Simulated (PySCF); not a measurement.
Input for PySCF: R-M06-2X/6-31G* on GaH5N2 (SMILES [NH2][GaH][NH2]), a point of a torsion scan.

```python
from pyscf import gto, scf, dft, mp
from pyscf.data.elements import chemcore

mol = gto.M(
    atom='''
    N     1.65305362   -0.28502684    0.34611094
    Ga    0.22094173    0.75987681    0.75321974
    N     0.05315017    2.41724752    0.03919949
    H     1.61081194   -1.29697815    0.32954252
    H     2.33634771    0.01580586   -0.34101154
    H    -0.85528405    0.24505026    1.71272243
    H     0.77170861    2.87103651   -0.51220904
    H    -0.60725372    3.11490644    0.35718255
    ''',
    basis='6-31g*',
    cart=True,
    charge=0, spin=0, verbose=3, max_memory=1800)
mf = dft.RKS(mol, xc='m062x')
mf.conv_tol = 1e-8
mf.max_cycle = 100
mf.kernel()
if not mf.converged:
    mf = mf.newton().run(mf.mo_coeff, mf.mo_occ)
```

### Question
What total energy does the run end on?

### Answer
-2037.0477 hartree.
